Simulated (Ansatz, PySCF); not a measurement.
System: CLiN, net charge 0, singlet state. 
Structure (B3LYP-D3(BJ)/def2-TZVP (Ansatz, an electronic-structure program) minimum search):
```
N
C 1 1.1713
Li 1 1.7580 2 180.00
```

Dipole moments at this geometry, in debye (magnitudes).

```csv
level,program,dipole (D)
SVWN5/def2-TZVPD,Ansatz,8.90
BLYP/def2-TZVPD,Ansatz,8.82
revPBE/def2-TZVPD,Ansatz,[?]
TPSS/def2-TZVPD,PySCF,8.88
M06-L/def2-TZVPD,PySCF,9.04
B3LYP/def2-TZVPD,Ansatz,8.84
PBE0/def2-TZVPD,Ansatz,8.89
BHLYP/def2-TZVPD,Ansatz,8.81
r2SCAN0/def2-TZVPD,Ansatz,8.94
M06-2X/def2-TZVPD,PySCF,8.84
MN15/def2-TZVPD,PySCF,8.90
LC-wPBE/def2-TZVPD,Ansatz,8.95
wB97M-V/def2-TZVPD,Ansatz,8.85
CCSD(T)/def2-SVPD,Ansatz,[?]
```

Problem. Some entries are withheld; supply them.

Solution. 
- revPBE/def2-TZVPD, dipole (D): 8.88
- CCSD(T)/def2-SVPD, dipole (D): 9.05
